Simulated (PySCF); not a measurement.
**Polarisability and C₆ of Be²⁺ (beryllium, charge +2)**

1s2, closed-shell 1S. Computed with PySCF 2.14 in dyall-av2z (11s7p2d, 42 functions), with no relativity, point nucleus. Coupled (time-dependent) response in atomic units; α is the mean over directions. A double-zeta set is small for polarisabilities.

```
 method  mean α (bohr³)  C₆ (like pair)     S(−4)
    UHF         0.05171         0.01104  0.001899
    PBE         0.05505         0.01198  0.002231
   PBE0         0.05410         0.01172  0.002132
  B97-3         0.05368         0.01159  0.002092
wB97X-V         0.05411         0.01170  0.002144
```

S(−4) is the Cauchy moment in α(ω) = α(0) + S(−4) ω² + …

α(iu) at B97-3:

```csv
u (hartree),α(iu) (bohr³)
0,0.05368
0.0500,0.05368
0.100,0.05366
0.200,0.05360
0.300,0.05349
0.500,0.05316
0.750,0.05253
1.00,0.05168
1.50,0.04940
2.00,0.04657
3.00,0.04016
5.00,0.02839
```

A single London oscillator, α(iu) = α/(1 + u²/ω²), gives C₆ = (3/4) ω α². Matching the computed C₆ needs ω = 4 × 0.01159 / (3 × 0.05368²) = 5.36 hartree.

For an ion, C₆ is the dispersion term alone; charge-induced terms of lower order in 1/R come first.
